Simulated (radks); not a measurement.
Question: The holmium ion Ho4+, 63 electrons, occupied as [Xe] 4f7 5f2 (not the ground configuration). All-electron calculation, Dirac Kohn-Sham, BLYP, spin-unpolarised, spherical densities, point nucleus; open shells fill j = l - 1/2 first. Program: a radial shooting solver on a logarithmic mesh with Libxc functionals. Some entries of the table are withheld. Estimate them.

| orbital | occ. | eigenvalue (hartree) | <r^2> (bohr^2) | <r> (bohr) |
|---|---|---|---|---|
| 1s1/2 | 2 | -2040.523 | 0.0005880 | 0.02073 |
| 2s1/2 | 2 | -343.7385 | 0.009110 | 0.08753 |
| 2p1/2 | 2 | -327.2837 | 0.006582 | (1) |
| 2p3/2 | 4 | -295.7896 | 0.007806 | (2) |
| 3s1/2 | 2 | -79.32255 | 0.06031 | 0.2295 |
| 3p1/2 | 2 | -72.12976 | 0.05591 | 0.2192 |
| 3p3/2 | 4 | -65.55571 | 0.06281 | 0.2327 |
| 3d3/2 | 4 | -53.22537 | 0.04965 | 0.2055 |
| 3d5/2 | 6 | -51.79038 | 0.05156 | 0.2096 |
| 4s1/2 | 2 | (3) | 0.3000 | 0.5155 |
| 4p1/2 | 2 | -15.30340 | 0.3127 | 0.5243 |
| 4p3/2 | 4 | -13.79654 | 0.3489 | 0.5540 |
| 4d3/2 | 4 | -9.07018 | 0.3879 | 0.5789 |
| 4d5/2 | 6 | -8.79144 | 0.4014 | 0.5890 |
| 5s1/2 | 2 | -4.21707 | 1.545 | (4) |
| 5p1/2 | 2 | (5) | 1.823 | 1.274 |
| 5p3/2 | 4 | (6) | 2.035 | 1.346 |
| 4f5/2 | 6 | -3.05156 | 0.5732 | 0.6833 |
| 4f7/2 | 1 | -3.00543 | 0.5846 | 0.6900 |
| 5d3/2 | 0 | -1.82012 | 3.193 | 1.677 |
| 5d5/2 | 0 | -1.78641 | 3.296 | 1.704 |
| 6s1/2 | 0 | -1.45257 | 7.228 | 2.551 |
| 6p1/2 | 0 | -1.19892 | 9.001 | (7) |
| 6p3/2 | 0 | -1.14248 | 9.804 | (8) |
| 5f5/2 | 2 | -0.78027 | 10.06 | 2.971 |
| 5f7/2 | 0 | -0.77788 | 10.15 | 2.984 |
| 6f5/2 | 0 | -0.44394 | 37.50 | 5.736 |
| 6f7/2 | 0 | -0.44282 | 37.71 | 5.753 |

Answer: 
(1) 2p1/2 <r> (bohr): 0.07291
(2) 2p3/2 <r> (bohr): 0.08008
(3) 4s1/2 eigenvalue (hartree): -18.16743
(4) 5s1/2 <r> (bohr): 1.175
(5) 5p1/2 eigenvalue (hartree): -3.33445
(6) 5p3/2 eigenvalue (hartree): -3.07345
(7) 6p1/2 <r> (bohr): 2.845
(8) 6p3/2 <r> (bohr): 2.970
